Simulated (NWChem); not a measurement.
Lowest excitation of HFOSi

```xyz
4

Si    -0.6240    -0.0001     0.0000
F      0.4348     1.2580     0.0000
O      0.4303    -1.2773     0.0000
H      1.3812    -1.1021     0.0000
```
Charge 0, spin multiplicity 1.

The numbers come from NWChem runs, not from measurements. All single points use one geometry, from PBE0/def2-SVP, a minimum by its harmonic frequencies. It is one conformer; others weren't searched.

Basis set: def2-SVPD.

```tsv
method	lowest vertical singlet excitation energy (eV)	relative cost	difference from EOM-CCSD
TD-PBE	5.34	1	-0.39
EOM-CCSD	5.73	under 3	0.00
CIS	6.01	under 3	+0.28
TD-B3LYP	5.50	under 3	-0.23
TDA-BHandHLYP	5.93	under 3	+0.20
```

The values span 0.67 eV, from TD-PBE (lowest) to CIS (highest). Relative cost: rough, from shared machines, SCF included, TD-PBE = 1.

The correlated methods keep 7 core orbitals frozen. B3LYP has NWChem's definition, with VWN1-RPA local correlation. The structure started from a generated list of species. Differences from the coupled-cluster row are differences between methods, not errors against experiment.
